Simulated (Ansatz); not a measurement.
Consider the homolysis of the B–O bond: `COB(O)OC` → `CO[B]OC`• + `[OH]`•.

Calculated with Ansatz (gas phase, PBE0-D4/def2-TZVP geometries, no zero-point term in ΔE). CCSD(T)/CBS is the MP2 limit (def2-TZVPP, def2-QZVPP) plus CCSD(T) − MP2 in def2-TZVPP, frozen cores. This one scheme is used for every species. Functionals use def2-TZVPP. B3LYP here is the variant with VWN-RPA as its local correlation; programs differ in this. No spin–orbit coupling; open shells (•) take unrestricted orbitals. Each species was taken in one conformer, which may not be the lowest.

Q: What is ΔE at CCSD(T)/CBS? (Estimate.)

A: Computed: +639.1 kJ/mol.

Q: What do these levels give: revPBE, B3LYP, r2SCAN0, CCSD(T)/def2-SVP, SCS-MP2/def2-TZVPP, HF/def2-QZVPP? (An estimate is asked.)

A: Ansatz gave: revPBE 584.4, B3LYP 606.1, r2SCAN0 604.0, CCSD(T)/def2-SVP 629.0, SCS-MP2/def2-TZVPP 641.9, HF/def2-QZVPP 488.4 kJ/mol.

Largest T1 diagnostic among the species: 0.014.

The D4 term adds +8.6 kJ/mol with B3LYP and +4.7 kJ/mol with PBE0; it sums over pairs of atoms, weighted by their polarisabilities, and B3LYP, whose exchange is more repulsive, gets the larger term. In def2-TZVPP, CCSD(T) changes the Hartree–Fock value by +137.7 kJ/mol (the triples alone add +8.9 kJ/mol) and MP2 by +165.9 kJ/mol; breaking electron pairs costs correlation energy, which Hartree–Fock lacks.
